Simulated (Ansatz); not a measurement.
Reaction (ligand exchange at the Si–C bond): `C[SiH](F)N[SiH](Cl)Cl` + H–F → `F[SiH](F)N[SiH](Cl)Cl` + CH₄

Calculated with Ansatz (gas phase, PBE0-D4/def2-TZVP geometries, no zero-point term in ΔE). CCSD(T)/CBS is the MP2 limit (def2-TZVPP, def2-QZVPP) plus CCSD(T) − MP2 in def2-TZVPP, frozen cores. This one scheme is used for every species. DFT in def2-TZVPP. One conformer a species, not always the lowest.

```tsv
level	ΔE (kcal/mol)
r2SCAN-D4	-37.2
HF/CBS(def2)	-42.5
```

(1) What does CCSD(T)/CBS give? (Best estimate.)

Largest T1 diagnostic among the species: 0.011.

Results:

(1) The calculation gave: -35.6 kcal/mol. The listed levels differ from it by -1.6, -6.9 kcal/mol.

The D4 term adds +1.7 kcal/mol with B3LYP and +1.0 kcal/mol with PBE0; it sums over pairs of atoms, weighted by their polarisabilities, and B3LYP, whose exchange is more repulsive, gets the larger term. In def2-TZVPP, CCSD(T) changes the Hartree–Fock value by +5.9 kcal/mol (the triples alone add +0.7 kcal/mol) and MP2 by +6.0 kcal/mol.

B3LYP here is the variant with VWN-RPA as its local correlation; programs differ in this.
